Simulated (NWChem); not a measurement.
Everything below was run with NWChem. System: C2H6Cl2Si, charge 0, spin multiplicity 1, displaced from the optimised geometry. The structure started from a generated list of species. Level: LDA (SVWN5)/def2-SVP.

Output (cleaned and shortened):

```
             Northwest Computational Chemistry Package (NWChem) 7.3.0
             --------------------------------------------------------

                                NWChem Input Module
                                -------------------

 Scaling coordinates for geometry "geometry" by  1.889725989
 (inverse scale =  0.529177249)

 Turning off AUTOSYM since
 SYMMETRY directive was detected!

                             Geometry "geometry" -> ""
                             -------------------------

 Output coordinates in angstroms (scale by  1.889725989 to convert to a.u.)

  No.       Tag          Charge          X              Y              Z
 ---- ---------------- ---------- -------------- -------------- --------------
    1 C                    6.0000     0.00000000     1.60474500    -1.37952300
    2 Si                  14.0000     0.00000000     0.00000000    -0.34458300
    3 C                    6.0000     0.00000000    -1.60474500    -1.37952300
    4 Cl                  17.0000     1.72360300     0.00000000     0.91010600
    5 Cl                  17.0000    -1.72360300     0.00000000     0.91010600
    6 H                    1.0000    -0.91889500     1.64823500    -2.03800900
    7 H                    1.0000     0.00000000     2.51244100    -0.70656600
    8 H                    1.0000     0.91889500     1.64823500    -2.03800900
    9 H                    1.0000     0.00000000    -2.51244100    -0.70656600
   10 H                    1.0000    -0.91889500    -1.64823500    -2.03800900
   11 H                    1.0000     0.91889500    -1.64823500    -2.03800900

 Effective nuclear repulsion energy (a.u.)     352.4198018152

            Nuclear Dipole moment (a.u.)
            ----------------------------
        X                 Y               Z
 ---------------- ---------------- ----------------
     0.0000000000     0.0000000000    -0.0000037795

      Symmetry information
      --------------------

 Group name             C2v
 Group number             16
 Group order               4
 No. of unique centers     5

      Symmetry unique atoms

     1    2    4    6    7


 Summary of "ao basis" -> "" (spherical)
 ------------------------------------------------------------------------------
       Tag                 Description            Shells   Functions and Types
 ---------------- ------------------------------  ------  ---------------------
 *                          def2-svp                  on all atoms

                                 NWChem DFT Module
                                 -----------------

 Summary of "ao basis" -> "ao basis" (spherical)
 ------------------------------------------------------------------------------
       Tag                 Description            Shells   Functions and Types
 ---------------- ------------------------------  ------  ---------------------
 C                          def2-svp                 6       14   3s2p1d
 Si                         def2-svp                 8       18   4s3p1d
 Cl                         def2-svp                 8       18   4s3p1d
 H                          def2-svp                 3        5   2s1p

 Summary of "ao basis" -> "ao basis" (spherical)
 ------------------------------------------------------------------------------
       Tag                 Description            Shells   Functions and Types
 ---------------- ------------------------------  ------  ---------------------
 C                          def2-svp                 6       14   3s2p1d
 Si                         def2-svp                 8       18   4s3p1d
 Cl                         def2-svp                 8       18   4s3p1d
 H                          def2-svp                 3        5   2s1p

      Symmetry analysis of basis
      --------------------------

        a1         41
        a2         16
        b1         27
        b2         28

            General Information
            -------------------
          SCF calculation type: DFT
          Wavefunction type:  closed shell.
          No. of atoms     :    11
          No. of electrons :    66
           Alpha electrons :    33
            Beta electrons :    33
          Charge           :     0
[...]
     3     -0.200096   1 C  s                35      0.200096   3 C  s
     5      0.189668   1 C  py               37      0.189668   3 C  py
    52      0.159033   4 Cl py               70      0.159033   5 Cl py

 Vector   34  Occ=0.000000D+00  E=-1.994590D-02  Symmetry=a1
              MO Center= -2.2D-14, -5.0D-15,  2.3D-01, r^2= 3.7D+00
   Bfn.  Coefficient  Atom+Function         Bfn.  Coefficient  Atom+Function
  ----- ------------  ---------------      ----- ------------  ---------------
    17      0.780134   2 Si s                27      0.651755   2 Si pz
    57      0.455694   4 Cl px               75     -0.455694   5 Cl px
    24      0.341530   2 Si pz               16      0.325947   2 Si s
    18      0.280643   2 Si s                50     -0.266367   4 Cl s
    68     -0.266367   5 Cl s                54      0.219098   4 Cl px

 Vector   35  Occ=0.000000D+00  E=-1.727707D-04  Symmetry=b1
              MO Center=  2.0D-14,  9.3D-17, -5.6D-01, r^2= 3.9D+00
   Bfn.  Coefficient  Atom+Function         Bfn.  Coefficient  Atom+Function
  ----- ------------  ---------------      ----- ------------  ---------------
    25      1.071169   2 Si px               22      0.423141   2 Si px
    50     -0.382317   4 Cl s                68      0.382317   5 Cl s
    59      0.359271   4 Cl pz               77     -0.359271   5 Cl pz
    84      0.261726   6 H  s                94     -0.261726   8 H  s
   104      0.261726  10 H  s               109     -0.261726  11 H  s

 Vector   36  Occ=0.000000D+00  E= 1.262134D-02  Symmetry=a1
              MO Center= -1.7D-14,  1.1D-13, -1.5D+00, r^2= 6.9D+00
   Bfn.  Coefficient  Atom+Function         Bfn.  Coefficient  Atom+Function
  ----- ------------  ---------------      ----- ------------  ---------------
     3      1.705307   1 C  s                35      1.705307   3 C  s
    18     -1.118294   2 Si s                89     -0.636892   7 H  s
    99     -0.636892   9 H  s                84     -0.574091   6 H  s
    94     -0.574091   8 H  s               104     -0.574091  10 H  s
   109     -0.574091  11 H  s                27      0.559098   2 Si pz

 center of mass
 --------------
 x =   0.00000000 y =   0.00000000 z =   0.16631301

 moments of inertia (a.u.)
 ------------------
         746.938466117166           0.000000000000           0.000000000000
           0.000000000000        1195.803822514101          -0.000000000000
           0.000000000000          -0.000000000000        1059.376017077200

     Multipole analysis of the density
     ---------------------------------

     L   x y z        total         alpha         beta         nuclear
     -   - - -        -----         -----         ----         -------
     0   0 0 0      0.000000    -33.000000    -33.000000     66.000000

     1   1 0 0      0.000000      0.000000      0.000000      0.000000
     1   0 1 0     -0.000000     -0.000000     -0.000000      0.000000
     1   0 0 1     -1.010030     -0.505013     -0.505013     -0.000004

     2   2 0 0    -40.597835   -206.681550   -206.681550    372.765264
     2   1 1 0      0.000000      0.000000      0.000000      0.000000
     2   1 0 1      0.000000      0.000000      0.000000      0.000000
     2   0 2 0    -36.573753   -115.408956   -115.408956    194.244159
     2   0 1 1     -0.000000     -0.000000     -0.000000      0.000000
     2   0 0 2    -37.512212   -144.232025   -144.232025    250.951838

            General Information
            -------------------
          SCF calculation type: DFT
          Wavefunction type:  closed shell.
          No. of atoms     :    11
          No. of electrons :    66
           Alpha electrons :    33
            Beta electrons :    33
          Charge           :     0
          Spin multiplicity:     1
          Use of symmetry is: on ; symmetry adaption is: on
          Maximum number of iterations: 100
          AO basis - number of functions:   112
                     number of shells:    54
          Convergence on energy requested:  1.00D-06
          Convergence on density requested:  1.00D-05
          Convergence on gradient requested:  5.00D-04

              XC Information
              --------------
                        Slater Exchange Functional  1.000 local
                      VWN V Correlation Functional  1.000 local

             Grid Information
             ----------------
          Grid used for XC integration:  medium
          Radial quadrature: Mura-Knowles
          Angular quadrature: Lebedev.
          Tag              B.-S. Rad. Rad. Pts. Rad. Cut. Ang. Pts.
          ---              ---------- --------- --------- ---------
          C                   0.70       49          11.0       434
          Si                  1.10       88           8.0       590
          Cl                  1.00       88          11.0       590
          H                   0.35       45          12.0       434
          Grid pruning is: on
          Number of quadrature shells:   315
          Spatial weights used:  Erf1

          Convergence Information
          -----------------------
          Convergence aids based upon iterative change in
          total energy or number of iterations.
          Levelshifting, if invoked, occurs when the
          HOMO/LUMO gap drops below (HL_TOL):  1.00D-02
          DIIS, if invoked, will attempt to extrapolate
          using up to (NFOCK): 10 stored Fock matrices.

                    Damping( 0%)  Levelshifting(0.5)       DIIS
                  --------------- ------------------- ---------------
          dE  on:    start            ASAP                start
          dE off:    2 iters        100 iters           100 iters

      Screening Tolerance Information
      -------------------------------
          Density screening/tol_rho:  1.00D-10
          AO Gaussian exp screening on grid/accAOfunc:  14
          CD Gaussian exp screening on grid/accCDfunc:  20
          XC Gaussian exp screening on grid/accXCfunc:  20
          Schwarz screening/accCoul:  1.00D-08

                            NWChem DFT Gradient Module
                            --------------------------

  charge          =   0.00
  wavefunction    = closed shell

  Using symmetry

                         DFT ENERGY GRADIENTS

    atom               coordinates                        gradient
                 x          y          z           x          y          z
   1 C       0.000000   3.032528  -2.606920    0.000000   0.005158  -0.003718
   2 Si      0.000000   0.000000  -0.651167    0.000000   0.000000  -0.001021
   3 C       0.000000  -3.032528  -2.606920    0.000000  -0.005158  -0.003718
   4 Cl      3.257137   0.000000   1.719851    0.017750   0.000000   0.012751
   5 Cl     -3.257137   0.000000   1.719851   -0.017750   0.000000   0.012751
   6 H      -1.736460   3.114713  -3.851279   -0.009531   0.001273  -0.007501
   7 H       0.000000   4.747825  -1.335216    0.000000   0.010276   0.006480
   8 H       1.736460   3.114713  -3.851279    0.009531   0.001273  -0.007501
   9 H       0.000000  -4.747825  -1.335216   -0.000000  -0.010276   0.006480
  10 H      -1.736460  -3.114713  -3.851279   -0.009531  -0.001273  -0.007501
  11 H       1.736460  -3.114713  -3.851279    0.009531  -0.001273  -0.007501

                 ----------------------------------------
                 |  Time  |  1-e(secs)   |  2-e(secs)   |
                 ----------------------------------------
                 |  CPU   |       0.01   |       1.66   |
                 ----------------------------------------
                 |  WALL  |       0.01   |       1.66   |
                 ----------------------------------------

 Task  times  cpu:        4.7s     wall:        4.7s

 Total times  cpu:        4.8s     wall:        4.8s
```

**Question.** Write an NWChem input that would produce this output.

**Answer.** Several could match; the one computed here: 
```
start mol
memory heap 200 mb stack 900 mb global 1100 mb
geometry units angstroms nocenter noautoz
  C      0.000000     1.604745    -1.379523
  Si     0.000000     0.000000    -0.344583
  C      0.000000    -1.604745    -1.379523
  Cl     1.723603     0.000000     0.910106
  Cl    -1.723603     0.000000     0.910106
  H     -0.918895     1.648235    -2.038009
  H      0.000000     2.512441    -0.706566
  H      0.918895     1.648235    -2.038009
  H      0.000000    -2.512441    -0.706566
  H     -0.918895    -1.648235    -2.038009
  H      0.918895    -1.648235    -2.038009
  symmetry group C2v
end
basis spherical
  * library def2-svp
end
dft
  xc slater vwn_5
  semidirect memsize 60000000 filesize 0
  iterations 100
  vectors input hcore
end
task dft gradient
```
